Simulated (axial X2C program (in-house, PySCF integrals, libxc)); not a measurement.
Estimating the spin–orbit splitting of the π levels of GeCl⁺

Calculated with an in-house relativistic program for diatomic molecules. Spin-free means the one-electron spin-free X2C Hamiltonian; two-component (2c) means X2C with spin–orbit coupling and atomic mean-field two-electron Coulomb and Gaunt terms, so the difference of the two also holds small scalar two-electron terms. Basis: Ge dyall-cv3z [9s9p7d4f1g], Cl dyall-av3z [9s8p3d2f] (cores contracted in-house); Gaussian nuclei, density fitting, unrestricted open shells. Masses: Ge 73.921 u, Cl 34.969 u.

Hartree–Fock at 2.067 Å, closed shell. Valence p splittings ε(p3/2) − ε(p1/2) of spherical Dirac–Hartree–Fock atoms with fractionally filled p shells: Cl 3p 0.140 eV.

```
filled π level (eV), spin-free  Cl p share  Ge p share
                        -19.38        0.86        0.07
```

Problem. In first order a p shell splits by 3ζ/2 and a π orbital by ζ. Estimate the splitting of each π level from the shares.

Solution. level -19.38 eV: (2/3) × (0.86 × 0.140) = 0.08 eV.

The two-component Hartree–Fock calculation gives:

```csv
ε(ω = 1/2) (eV),σ share of it,ε(ω = 3/2) (eV),splitting (eV),estimate (eV)
-19.427,0.00,-19.337,0.09,0.08
```

The estimate leaves out the mixing of π1/2 with σ1/2 levels, which pushes the ω = 1/2 spinor up or down, the d and f parts of the orbital, small shares of the strongly split outer-core p shell of a metal, the Gaunt term (absent from the atomic values), and the change of the atomic p orbitals with charge; Löwdin shares depend on the basis.
